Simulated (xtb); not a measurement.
xtb input (GFN2-xTB):

```bash
xtb mol.xyz --gfn 2 --sp --chrg -1 --uhf 0
```
mol.xyz:
```
3

Sn    -0.00000000    -0.00000000    -1.30503926
Sn     0.00000000     0.00000000     1.24518022
H      0.00000000     0.00000000     2.99295211
```

Output:

```
           -------------------------------------------------
          |                Calculation Setup                |
           -------------------------------------------------

           -------------------------------------------------
          |                 G F N 2 - x T B                 |
           -------------------------------------------------

        Reference                      10.1021/acs.jctc.8b01176
      * Hamiltonian:
        H0-scaling (s, p, d)           1.850000    2.230000    2.230000
        zeta-weighting                 0.500000
      * Dispersion:
        s8                             2.700000
        a1                             0.520000
        a2                             5.000000
        s9                             5.000000
      * Repulsion:
        kExp                           1.500000    1.000000
        rExp                           1.000000
      * Coulomb:
        alpha                          2.000000
        third order                    shell-resolved
        anisotropic                    true
        a3                             3.000000
        a5                             4.000000
        cn-shift                       1.200000
        cn-exp                         4.000000
        max-rad                        5.000000

          ...................................................
          :                      SETUP                      :
          :.................................................:
          :  # basis functions                  21          :
          :  # atomic orbitals                  19          :
          :  # shells                            7          :
          :  # electrons                        10          :
          :  max. iterations                   250          :
          :  Hamiltonian                  GFN2-xTB          :
          :  restarted?                      false          :
          :  GBSA solvation                  false          :
          :  PC potential                    false          :
          :  electronic temp.          300.0000000     K    :
          :  accuracy                    1.0000000          :
          :  -> integral cutoff          0.2500000E+02      :
          :  -> integral neglect         0.1000000E-07      :
          :  -> SCF convergence          0.1000000E-05 Eh   :
          :  -> wf. convergence          0.1000000E-03 e    :
          :  Broyden damping             0.4000000          :
          :  net charge                         -1          :
          :  unpaired electrons                  0          :
          ...................................................

 iter      E             dE          RMSdq      gap      omega  full diag
   1     -4.8403108 -0.484031E+01  0.168E+01    2.14       0.0  T
   2     -4.6583790  0.181932E+00  0.207E+01    2.08       1.0  T
   3     -4.6793840 -0.210050E-01  0.204E+01    2.08       1.0  T
   4     -3.2287153  0.145067E+01  0.235E+01    2.34       1.0  T
   5     -4.8317897 -0.160307E+01  0.133E+01    2.23       1.0  T
   6     -4.8351497 -0.335996E-02  0.802E+00    2.26       1.0  T
   7     -4.8612096 -0.260599E-01  0.645E+00    2.29       1.0  T
   8     -4.8629129 -0.170326E-02  0.583E+00    2.29       1.0  T
   9     -4.8679054 -0.499259E-02  0.487E+00    2.30       1.0  T
  10     -4.8739070 -0.600154E-02  0.249E+00    2.31       1.0  T
  11     -4.8758993 -0.199231E-02  0.153E-01    2.33       1.0  T
  12     -4.8758499  0.493614E-04  0.352E-01    2.33       1.0  T
  13     -4.8758779 -0.279402E-04  0.234E-01    2.33       1.0  T
  14     -4.8758987 -0.208273E-04  0.462E-02    2.33       1.2  T
  15     -4.8758995 -0.784671E-06  0.145E-02    2.33       4.0  T
  16     -4.8758996 -0.750613E-07  0.116E-03    2.33      49.9  T
  17     -4.8758996  0.202149E-10  0.448E-04    2.33     129.0  T
  18     -4.8758996 -0.740483E-10  0.150E-04    2.33     385.4  T

   *** convergence criteria satisfied after 18 iterations ***

         #    Occupation            Energy/Eh            Energy/eV
      -------------------------------------------------------------
         1        2.0000           -0.4208436             -11.4517
         2        2.0000           -0.3693132             -10.0495
         3        2.0000           -0.1716323              -4.6704
         4        2.0000           -0.0570094              -1.5513
         5        2.0000           -0.0570094              -1.5513 (HOMO)
         6                          0.0287281               0.7817 (LUMO)
         7                          0.0347895               0.9467
         8                          0.0347895               0.9467
         9                          0.2144007               5.8341
        10                          0.2144007               5.8341
       ...                                ...                  ...
        19                          1.0695371              29.1036
      -------------------------------------------------------------
                  HL-Gap            0.0857375 Eh            2.3330 eV
             Fermi-level           -0.0141406 Eh           -0.3848 eV

 SCC (total)                   0 d,  0 h,  0 min,  0.004 sec
 SCC setup                      ...        0 min,  0.000 sec (  1.799%)
 Dispersion                     ...        0 min,  0.000 sec (  0.425%)
 classical contributions        ...        0 min,  0.000 sec (  0.312%)
 integral evaluation            ...        0 min,  0.001 sec ( 14.171%)
 iterations                     ...        0 min,  0.003 sec ( 64.825%)
 molecular gradient             ...        0 min,  0.001 sec ( 16.453%)
 printout                       ...        0 min,  0.000 sec (  1.737%)

         :::::::::::::::::::::::::::::::::::::::::::::::::::::
         ::                     SUMMARY                     ::
         :::::::::::::::::::::::::::::::::::::::::::::::::::::
         :: total energy              -4.866270277594 Eh    ::
         :: gradient norm              0.084566932900 Eh/a0 ::
         :: HOMO-LUMO gap              2.333035147710 eV    ::
         ::.................................................::
         :: SCC energy                -4.875899621709 Eh    ::
         :: -> isotropic ES            0.116132738204 Eh    ::
         :: -> anisotropic ES          0.000817253721 Eh    ::
         :: -> anisotropic XC         -0.001338618561 Eh    ::
         :: -> dispersion             -0.002696966811 Eh    ::
         :: repulsion energy           0.009629344115 Eh    ::
         :: add. restraining           0.000000000000 Eh    ::
         :: total charge              -1.000000000000 e     ::
         :::::::::::::::::::::::::::::::::::::::::::::::::::::

           -------------------------------------------------
          |                Property Printout                |
           -------------------------------------------------

    * Orbital Energies and Occupations

         #    Occupation            Energy/Eh            Energy/eV
      -------------------------------------------------------------
         1        2.0000           -0.4208436             -11.4517
         2        2.0000           -0.3693132             -10.0495
         3        2.0000           -0.1716323              -4.6704
         4        2.0000           -0.0570094              -1.5513
         5        2.0000           -0.0570094              -1.5513 (HOMO)
         6                          0.0287281               0.7817 (LUMO)
         7                          0.0347895               0.9467
         8                          0.0347895               0.9467
         9                          0.2144007               5.8341
        10                          0.2144007               5.8341
Note: The following floating-point exceptions are signalling: IEEE_DENORMAL
normal termination of xtb
        11                          0.2930008               7.9730
        12                          0.2930008               7.9730
        13                          0.3512148               9.5570
        14                          0.3512148               9.5570
        15                          0.4264053              11.6031
        16                          0.6032851              16.4162
       ...                                ...                  ...
        19                          1.0695371              29.1036
      -------------------------------------------------------------
                  HL-Gap            0.0857375 Eh            2.3330 eV
             Fermi-level           -0.0141406 Eh           -0.3848 eV

     #   Z          covCN         q      C6AA      α(0)
     1  50 Sn       0.976    -0.409   565.708    52.198
     2  50 Sn       1.888    -0.267   497.756    47.911
     3   1 H        0.912    -0.324    27.191     8.157

 Mol. C6AA /au·bohr⁶  :       2614.958653
 Mol. C8AA /au·bohr⁸  :     285030.961415
 Mol. α(0) /au        :        108.264999

Wiberg/Mayer (AO) data.
largest (>0.10) Wiberg bond orders for each atom

 ---------------------------------------------------------------------------
     #   Z sym  total        # sym  WBO       # sym  WBO       # sym  WBO
 ---------------------------------------------------------------------------
     1  50 Sn   2.363 --     2 Sn   2.205     3 H    0.158
     2  50 Sn   2.942 --     1 Sn   2.205     3 H    0.737
     3   1 H    0.895 --     2 Sn   0.737     1 Sn   0.158
 ---------------------------------------------------------------------------

Topologies differ in total number of bonds
Writing topology from bond orders to xtbtopo.mol

molecular dipole:
                 x           y           z       tot (Debye)
 q only:        0.000       0.000      -1.452
   full:        0.000      -0.000      -0.915       2.325
molecular quadrupole (traceless):
                xx          xy          yy          xz          yz          zz
 q only:        7.162       0.000       7.162       0.000       0.000     -14.325
  q+dip:        5.708       0.000       5.708       0.000      -0.000     -11.415
   full:        5.325      -0.000       5.325       0.000      -0.000     -10.651

           -------------------------------------------------
          | TOTAL ENERGY               -4.866270277594 Eh   |
          | GRADIENT NORM               0.084566932900 Eh/α |
          | HOMO-LUMO GAP               2.333035147710 eV   |
           -------------------------------------------------

------------------------------------------------------------------------
------------------------------------------------------------------------
 total:
 SCF:
```

It need not be the lowest isomer of its formula. Whether it binds its extra electron was not tested at this geometry.
